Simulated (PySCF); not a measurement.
PbCl3, SMILES [Cl][Pb-]([Cl])[Cl], charge -1. Geometry: B3LYP-D3(BJ)/def2-SVPD. The isomer is the one that the SMILES or the coordinates give; other isomers of the formula were not compared. The def2 effective core potentials stand for the cores of Pb; spin–orbit coupling is left out.

**Question.** Give the equilibrium geometry at B3LYP-D3(BJ)/def2-SVPD (PySCF confirms it by a frequency run) as Cartesian coordinates in Å, and its point group. (Estimate from the structure and the level; the computed values follow.)

**Answer.** point group C3v.
```xyz
4

Pb     0.0000     0.0000     0.4553
Cl    -2.0451     1.1807    -0.7320
Cl     0.0000    -2.3614    -0.7320
Cl     2.0451     1.1807    -0.7320
```
Charge -1, spin multiplicity 1.
